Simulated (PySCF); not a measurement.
Species: C₇H₁₃ (doublet state).
Structure used (GFN2-xTB), in Å, numbered top down from 1:
```
atom  x, y, z in Å
C1    -1.1344    1.3620   -0.4389
C2    -0.5783    0.0219    0.0841
C3    -1.7133   -0.7353    0.7858
C4     0.0220   -0.7629   -1.0256
C5     1.4971   -0.8207   -0.9507
C6     1.8483    0.2356    0.1035
C7     0.6239    0.2600    1.0198
H8    -0.3431    1.9450   -0.9030
H9    -1.5620    1.9384    0.3791
H10   -1.9095    1.1827   -1.1804
H11   -2.0778   -0.1632    1.6365
H12   -1.3646   -1.7024    1.1410
H13   -2.5398   -0.9006    0.0987
H14   -0.5562   -1.2424   -1.7918
H15    1.9801   -0.6356   -1.9157
H16    1.8354   -1.8154   -0.6223
H17    2.7649    0.0029    0.6444
H18    1.9743    1.2063   -0.3787
H19    0.5380    1.1939    1.5735
H20    0.6895   -0.5594    1.7377
```

The hyperfine couplings belong to this conformer and change with its torsions.

Identity: `CC1(C)[CH]CCC1` [radical].

The calculation used UKS B3LYP, pcH-1 on C H, non-relativistic, mean-field spin-orbit, GIAO in PySCF. The structure is a single GFN2-xTB conformer in the gas phase; no vibrational or solvent corrections. A GFN2-xTB geometry isn't a minimum of the functional, and hyperfine couplings can be far from their values at a DFT geometry. Stability of the SCF solution: not tested.

Principal values of hyperfine tensors in MHz (contact and dipolar terms together), for some of the nuclei:

```tsv
atom	isotope	A1	A2	A3
H16	1H	141.40	143.23	155.77
C4	13C	8.78	8.90	250.02
H15	1H	74.44	75.32	87.76
C1	13C	67.40	67.50	81.57
H14	1H	-101.02	-62.21	-23.91
C3	13C	38.00	38.11	47.66
C2	13C	-31.75	-29.39	-28.32
H9	1H	18.11	19.68	26.03
```

Q: Split each tensor into its isotropic and traceless parts, and turn a_iso into mT with g = 2.0026.

A: a_iso = (A1 + A2 + A3)/3, Ti = Ai − a_iso; 1 mT corresponds to 28.028 MHz.

```tsv
atom	a_iso (MHz)	a_iso (mT)	T1	T2	T3
H16	146.80	5.238	-5.40	-3.57	8.97
C4	89.23	3.184	-80.45	-80.33	160.79
H15	79.17	2.825	-4.73	-3.85	8.59
C1	72.16	2.574	-4.76	-4.66	9.42
H14	-62.38	-2.226	-38.64	0.17	38.47
C3	41.26	1.472	-3.26	-3.15	6.41
C2	-29.82	-1.064	-1.93	0.43	1.50
H9	21.28	0.759	-3.17	-1.59	4.76
```

Q: What spin density at the nucleus of H9 lies behind its contact coupling (g_N = 5.58569)?

A: a_FC = 800.24 MHz bohr³ × g_N × ρ(0)/(2S). With a_FC = 21.28 MHz and 2S = 1, ρ(0) = 0.00476 bohr⁻³. In magnitude that is 1.5 % of the 1/π = 0.318 of a free hydrogen atom.

Q: C5 (13C, g_N = 1.40482) isn't in the table. Its spin density at the nucleus is -0.03029 bohr⁻³. What is its contact coupling?

A: By the same relation, a_FC = -34.1 MHz. Its full tensor has the principal values -36.33, -33.50, -32.34 MHz.

Q: Name the largest traceless tensor T of the table and describe it.

A: C4: -80.5, -80.3, 160.8 MHz, axial, in the ratio −1:−1:+2, the form that spin in one p orbital centred on that nucleus gives.

Q: In a single crystal, with the field along each principal axis of the tensor of C4 in turn, what first-order splitting does this nucleus give (isotropic g, quadrupole terms neglected)?

A: 2 lines (I = 1/2), spaced by |A_i|/(g × 13.996): 0.31, 0.32, 8.92 mT along the axes of A1, A2 and A3.
